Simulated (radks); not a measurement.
Values are calculated unless marked as measured or tabulated.
Task: Species: Ti6+. Configuration: [Ne] 3s2 3p4. Code: a radial shooting solver on a logarithmic mesh with Libxc functionals. Model: Dirac Kohn-Sham, PBE, spin-unpolarised, spherical densities, finite nucleus; open shells fill j = l - 1/2 first; Fermi nuclear charge, rms radius 3.5921 fm. Some entries of the table are withheld. Estimate them.

orbital,occ.,eigenvalue (hartree),<r^2> (bohr^2),<r> (bohr)
1s1/2,2,(1),(2),0.06959
2s1/2,2,-23.73362,0.1241,0.3239
2p1/2,2,-20.48380,0.1017,0.2871
2p3/2,4,-20.27056,0.1035,0.2898
3s1/2,2,-5.78411,0.9975,(3)
3p1/2,2,-4.87693,1.072,0.9626
3p3/2,2,-4.84598,1.084,0.9680
3d3/2,0,-3.45347,1.178,(4)
3d5/2,0,-3.44972,1.181,(5)
4s1/2,0,-2.30881,(6),2.065

Result: 
(1) 1s1/2 eigenvalue (hartree): -182.9817
(2) 1s1/2 <r^2> (bohr^2): 0.006512
(3) 3s1/2 <r> (bohr): 0.9350
(4) 3d3/2 <r> (bohr): 0.9969
(5) 3d5/2 <r> (bohr): 0.9983
(6) 4s1/2 <r^2> (bohr^2): 4.780
